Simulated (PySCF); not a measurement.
Ga(Me)(PH2)2 (CH₇GaP₂), SMILES [PH2][Ga]([PH2])[CH3].

Geometry: r2SCAN-D4/def2-SVP. The structure was generated by enumeration; whether it is a known compound was not checked. The values are those of a single conformer.

Two levels are set side by side: TDA-PBE/def2-SVPD (PySCF) and TDA-M06-2X/def2-SVPD (PySCF). Vertical, same geometry. The lowest singlet is HOMO→LUMO 92 % with PBE and HOMO→LUMO 92 % with the other functional; states are paired by order. Differences are taken from unrounded values.

```tsv
quantity	TDA-M06-2X	TDA-PBE	TDA-PBE minus TDA-M06-2X
lowest singlet excitation (eV)	4.53	4.18	-0.35
lowest triplet excitation (TDA) (eV)	3.88	3.52	-0.37
first bright state (f over 0.05) (eV)	4.53	4.18	-0.35
its oscillator strength	0.06	0.05	0.00
```

A lower first singlet is the usual sign of a functional without exact exchange. Differences between two approximate levels are no errors against the true value.

Rough cost on one machine, each run with all the roots and properties that it gave: TDA-M06-2X against TDA-PBE about 8 times.
